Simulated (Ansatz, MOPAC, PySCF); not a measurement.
Dimer: CH5N (SMILES CN) (first 7 atoms) with CH2O2 (SMILES O=CO); geometry from B3LYP-D3(BJ)/def2-TZVP, rigid monomers moved along the line of their centres of mass till N2···H12 is 2.30 Å.
(charge 0, multiplicity 1):
```xyz
12

C     -0.282     0.217     0.097
N      0.802    -0.514     0.770
H      0.040     1.241    -0.093
H     -1.142     0.246     0.765
H     -0.591    -0.233    -0.851
H      1.623    -0.580     0.181
H      0.500    -1.458     0.990
O     -1.052    -0.794     3.991
C     -0.252    -0.056     4.517
O      0.821     0.460     3.945
H     -0.339     0.274     5.563
H      0.876     0.125     2.981
```

Monomers are frozen at their geometry in the pair; levels with a basis set take the counterpoise correction. Rows marked so take none.

Rows in 3-21G carry no dispersion term and start afresh at each structure. The state that PM7 reach isn't checked; PM7 holds dispersion and hydrogen-bond terms.

The values were computed with Ansatz (a first-principles code) with Gaussian orbitals; MOPAC for PM7 (differences of heats of formation); PySCF for 3-21G rows, the dispersion terms. Values without a source in brackets are computed.

One of these levels gives -431.9 meV for the interaction energy. Which one is it?
(A) HF/3-21G (no counterpoise)
(B) PBE-D4/def2-TZVPPD
(C) PBE/def2-TZVPPD
(D) PM7

B, PBE-D4/def2-TZVPPD. The others give -357.2 (PM7), -559.6 (HF/3-21G (no counterpoise)), -391.5 (PBE/def2-TZVPPD)
